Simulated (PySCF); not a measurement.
Can point charges reproduce the dipole moment of `CC#C[C@]1(F)[SiH2][Si@@H](F)[SiH2]1`?

Coordinates (GFN2-xTB, Å) and charges (e) from the PBE0/pcSseg-1 density (PySCF):

| atom | x | y | z | Mulliken | IAO | Hirshfeld | ESP-fitted |
| --- | --- | --- | --- | --- | --- | --- | --- |
| C1 | 3.604 | 0.066 | 0.014 | -0.1906 | -0.4352 | -0.0952 | -0.5606 |
| C2 | 2.175 | 0.278 | 0.101 | -0.3434 | -0.0371 | -0.0406 | +0.1897 |
| C3 | 0.984 | 0.427 | 0.160 | +0.2216 | -0.0972 | -0.0914 | -0.3151 |
| C4 | -0.429 | 0.633 | 0.246 | -0.4878 | -0.1793 | -0.0544 | +0.0946 |
| F5 | -0.670 | 1.889 | 0.869 | -0.3314 | -0.3276 | -0.1297 | -0.2220 |
| Si6 | -1.405 | -0.729 | 1.298 | +0.3695 | +0.4188 | +0.2424 | +0.2397 |
| Si7 | -2.818 | -0.920 | -0.557 | +0.5442 | +0.6805 | +0.2775 | +0.2722 |
| F8 | -4.334 | -0.384 | -0.307 | -0.4242 | -0.5377 | -0.2151 | -0.2657 |
| Si9 | -1.370 | 0.661 | -1.495 | +0.3692 | +0.4190 | +0.2427 | +0.2346 |
| H10 | 3.902 | -0.072 | -1.026 | +0.1478 | +0.1707 | +0.0600 | +0.1815 |
| H11 | 4.129 | 0.932 | 0.417 | +0.1536 | +0.1772 | +0.0643 | +0.1986 |
| H12 | 3.891 | -0.817 | 0.585 | +0.1478 | +0.1705 | +0.0598 | +0.1813 |
| H13 | -0.510 | -1.856 | 1.584 | -0.0422 | -0.0895 | -0.0696 | -0.0701 |
| H14 | -1.804 | -0.142 | 2.578 | -0.0148 | -0.0679 | -0.0541 | -0.0222 |
| H15 | -3.141 | -2.197 | -1.195 | -0.0625 | -0.1080 | -0.0735 | -0.0489 |
| H16 | -1.752 | 2.040 | -1.803 | -0.0147 | -0.0678 | -0.0540 | -0.0203 |
| H17 | -0.459 | 0.200 | -2.548 | -0.0420 | -0.0893 | -0.0694 | -0.0676 |

Problem. Form Σ q r in debye for every column and set it beside the full dipole.

Solution. The full density gives (2.12, -2.11, -1.04) D, 3.16 D in size; dipole vectors point from the negative to the positive end.

```json
{"scheme": "Mulliken", "μx": "2.74", "μy": "-5.38", "μz": "-2.65", "size (D)": "6.60", "share of the full size (%)": "208", "angle to the full dipole (°)": "17"}
{"scheme": "IAO", "μx": "2.54", "μy": "-4.76", "μz": "-2.35", "size (D)": "5.89", "share of the full size (%)": "186", "angle to the full dipole (°)": "16"}
{"scheme": "Hirshfeld", "μx": "1.39", "μy": "-1.65", "μz": "-0.82", "size (D)": "2.31", "share of the full size (%)": "73", "angle to the full dipole (°)": "5"}
{"scheme": "ESP-fitted", "μx": "2.14", "μy": "-2.10", "μz": "-1.04", "size (D)": "3.17", "share of the full size (%)": "100", "angle to the full dipole (°)": "0"}
```

Problem. Which set comes closest?

Solution. Length of the difference vector: ESP-fitted 0.03 D, Hirshfeld 0.89 D, IAO 2.99 D, Mulliken 3.70 D. Closest: ESP-fitted. 

Problem. What is left for the Hirshfeld atoms' own dipoles?

Solution. The shares of the density sum to the whole, so what Σ q r misses lies in dipoles about the nuclei. The atomic dipoles sum to (2.12, -2.11, -1.04) − (1.39, -1.65, -0.82) = (0.73, -0.46, -0.22) D, 0.89 D in size.

Problem. With the origin at the mean of the coordinates, (0.000, 0.001, -0.063) Å, which are the largest single terms, by size, of the ESP-fitted dipole along the direction of the full one?

Solution. C1 -6.31, F8 +3.27, H10 +2.59, H12 +2.56, F5 +2.15 D; all 17 atoms together +3.17 D. The single terms depend on the origin, their sum doesn't.

Problem. Give the size of the full dipole in other units.

Solution. 3.16 D = 1.245 au = 0.659 e·Å = 10.56 × 10⁻³⁰ C·m.

Geometry: GFN2-xTB; no solvent, vibrations or thermal averaging.
